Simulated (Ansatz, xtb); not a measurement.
## Isomers of C3H8F3NSi in order of energy

4 gas-phase structures of C3H8F3NSi, from a drawn sample of its isomers (lower ones may exist). Each was relaxed with GFN2-xTB; where two conformers were screened, the lower at r2SCAN-D4/def2-SVP//GFN2-xTB is listed:

A. `CN[C@H]([SiH3])C(F)(F)F`, a singlet
B. `N[SiH2]CCC(F)(F)F`, a singlet
C. `CN([SiH3])CC(F)(F)F`, a singlet
D. `C[C@H](N[SiH3])C(F)(F)F`, a singlet

Estimate their order in r2SCAN-D4/def2-SVP//GFN2-xTB energy at these geometries, lowest first.

Calculated order at r2SCAN-D4/def2-SVP//GFN2-xTB: B (0.0), D (11.8), C (21.0), A (35.0) kcal/mol.

Energies above the lowest of each column, in kcal/mol; the last columns are at r2SCAN-D4/def2-SVP geometries and were run for some of them only (a dash: not run or not comparable):

```
structure  GFN2-xTB  HF/STO-3G  r2SCAN-D4/def2-SVP//GFN2-xTB  r2SCAN-D4/def2-SVP  CCSD(T)/def2-SVP + ΔMP2/def2-TZVPP
        B       8.5        0.0                           0.0                 0.0                                 0.0
        D       0.0        8.4                          11.8                11.6                                13.6
        C       2.8       12.4                          21.0                   –                                   –
        A      24.7       22.7                          35.0                   –                                   –
```

CCSD(T)/def2-SVP + ΔMP2/def2-TZVPP puts B lowest of those it was run on; GFN2-xTB picks D. Some further structures that were screened fall inside this span and aren't listed. Flexible structures stand in one conformer each, not always the lowest. Frequencies (GFN2-xTB) were run for B, D alone. The ΔMP2 step shifts differences by up to 4.5 kcal/mol, which makes them less sure. ΔMP2 is the change of the MP2 energy from the smaller to the larger basis.

Over these structures GFN2-xTB departs from r2SCAN-D4/def2-SVP//GFN2-xTB by 8.2 kcal/mol on average once a common shift is removed. A GFN2-xTB relaxation took about 0.14 s and the r2SCAN-D4/def2-SVP//GFN2-xTB energy about 2.5 s on a shared host (Ansatz 0.2.0, xtb 6.7.1).
